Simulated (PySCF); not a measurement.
# How methods differ on the excitation energy of In

In [Kr] 4d10 5s2 5p1 (2P) → In [Kr] 4d10 5s1 5p1 6s1 (4P), as a difference of total energies. All numbers are calculated (PySCF 2.14, scalar relativity through the core potential, in aug-cc-pV5Z-PP with ECP28MDF (8s8p6d4f3g2h, 139 functions)). Correlated levels: valence: 4s2 4p6 4d10 frozen. The calculations carry no spin-orbit coupling.

| method | excitation energy (eV) |
| --- | --- |
| UHF | 6.597 |
| LDA | 8.659 |
| PBE | 8.304 |
| PBE0 | 8.046 |
| r2SCAN | 8.166 |
| BP86 | 8.433 |
| revPBE | 8.175 |
| r2SCANh | 8.097 |
| MP2 (valence) | 7.335 |
| SCS-MP2 (valence) | 7.563 |

How much does correlation contribute at MP2 (valence)?

7.335 − (6.597) = 0.738 eV, measured against UHF.

The upper state lies above the first ionisation limit, but in LS coupling its spin forbids autoionisation to the ground ion; at this Z spin-orbit coupling breaks that rule. A Rydberg-like electron needs more diffuse functions than a valence basis has.

The promoted electron is Rydberg-like, and one or two diffuse shells describe it only roughly, which tends to raise the upper state.
